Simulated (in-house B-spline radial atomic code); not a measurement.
Se3+: [Ar] 3d10 4s2 4p1

Computed with a radial B-spline atomic code at the basis-set limit: Dirac-Kohn-Sham B97-1, spherical fractional occupations, exact exchange averaged over the configuration, Fermi nucleus of rms radius 4.14 fm.

Z_r = [3n² - l(l+1)]/(2<r>); Z_e = n√(-2ε); the last column is Slater's effective charge. Values are occupation-weighted means over j. An effective charge above Z reflects the relativistic contraction of the inner shells.

| shell | electrons | ε (eV) | <r> (bohr) | Z_r | Z_e | Slater |
| --- | --- | --- | --- | --- | --- | --- |
| 1s | 2 | -12589 | 0.04408 | 34.03 | 30.42 | 33.70 |
| 2s | 2 | -1662.7 | 0.1956 | 30.68 | 22.11 | 29.85 |
| 2p | 6 | -1466.1 | 0.1711 | 29.23 | 20.76 | 29.85 |
| 3s | 2 | -257.79 | 0.5731 | 23.56 | 13.06 | 22.75 |
| 3p | 6 | -195.8 | 0.5887 | 21.23 | 11.38 | 22.75 |
| 3d | 10 | -93.393 | 0.6247 | 16.81 | 7.86 | 12.85 |
| 4s | 2 | -50.418 | 1.645 | 14.59 | 7.70 | 8.00 |
| 4p | 1 | -37.716 | 1.885 | 12.20 | 6.66 | 8.00 |

The least bound orbital is 4p3/2 at -37.52 eV, and it is also the most diffuse (<r> = 1.894 bohr).

Spin-orbit splittings of the orbital energies (j = l + 1/2 above j = l - 1/2 when positive): 2p 41.84 eV, 3p 5.962 eV, 3d 0.9176 eV, 4p 0.5858 eV.

For the 1s electron the small component carries 1.52 % of the norm, the zero-frequency Breit interaction raises the level by 19.65 eV, self-energy by 10.32 eV, and vacuum polarisation lowers it by 1.034 eV.

The density falls to 0.001 bohr⁻³ at 3.281 bohr; Σ<r²> = 18.519 bohr² gives, by the non-relativistic formula and without the paramagnetism of open shells, a Langevin diamagnetic susceptibility of -14.67×10⁻⁶ cm³/mol.
